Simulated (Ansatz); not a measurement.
Job for Ansatz (an electronic-structure program): R-B3LYP/def2-TZVPPD on AsH3 (SMILES [AsH3]) with ghost functions, monomers drawn apart or pushed together. Files ending in .json are basis or fitting sets from the Basis Set Exchange.

Ansatz 0.2 input:
```yaml
crystal:
  periodic: [false, false, false]
  atoms:
    - {symbol: As, position_ang: [0.02695509, 1.70949273, 4.79080263]}
    - {symbol: H, position_ang: [-0.85725618, 0.46740448, 4.73865306]}
    - {symbol: H, position_ang: [-0.59172223, 2.27440710, 3.51586865]}
    - {symbol: H, position_ang: [-0.97958639, 2.45070100, 5.66754803]}
basis:
  gaussian:
    orbitals: def2-TZVPPD.json
    ghost_atoms:
      - {symbol: Cl, position_ang: [0.45832448, -1.35212139, 0.35968767]}
      - {symbol: H, position_ang: [-0.71681046, -0.95719140, 0.68776499]}
hamiltonian:
  xc: {name: B3LYP}
scf: {lower_state_search: off}
```

Question: What total energy does the run end on?

Answer: -2237.7117 hartree.
